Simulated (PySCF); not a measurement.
Excitation energy of Al⁺ by level of theory

Al⁺ [Ne] 3s2 (1S) → Al⁺ [Ne] 3s1 3p1 (3P), as a difference of total energies. Computed with PySCF 2.14 in aug-cc-pVTZ-DK (6s5p3d2f, 50 functions), with the spin-free X2C one-electron Hamiltonian (Gaussian nucleus). Correlated levels: valence: [Ne] frozen. The calculations carry no spin-orbit coupling.

```json
{"method": "UHF", "excitation energy (eV)": "3.580", "error (eV)": "-1.071"}
{"method": "LDA", "excitation energy (eV)": "4.730", "error (eV)": "+0.079"}
{"method": "PBE", "excitation energy (eV)": "4.557", "error (eV)": "-0.094"}
{"method": "PBE0", "excitation energy (eV)": "4.431", "error (eV)": "-0.220"}
{"method": "r2SCAN", "excitation energy (eV)": "4.153", "error (eV)": "-0.498"}
{"method": "CAM-B3LYP", "excitation energy (eV)": "4.747", "error (eV)": "+0.096"}
{"method": "M06-2X", "excitation energy (eV)": "5.057", "error (eV)": "+0.406"}
{"method": "revPBE", "excitation energy (eV)": "4.469", "error (eV)": "-0.182"}
{"method": "B3LYP", "excitation energy (eV)": "4.740", "error (eV)": "+0.089"}
{"method": "MP2 (valence)", "excitation energy (eV)": "4.268", "error (eV)": "-0.383"}
{"method": "SCS-MP2 (valence)", "excitation energy (eV)": "4.464", "error (eV)": "-0.187"}
```

Reference: 4.651 eV (measured; NIST levels, between the centres of gravity of the two terms).

Errors of the correlated levels include the incompleteness of this basis and the frozen core.
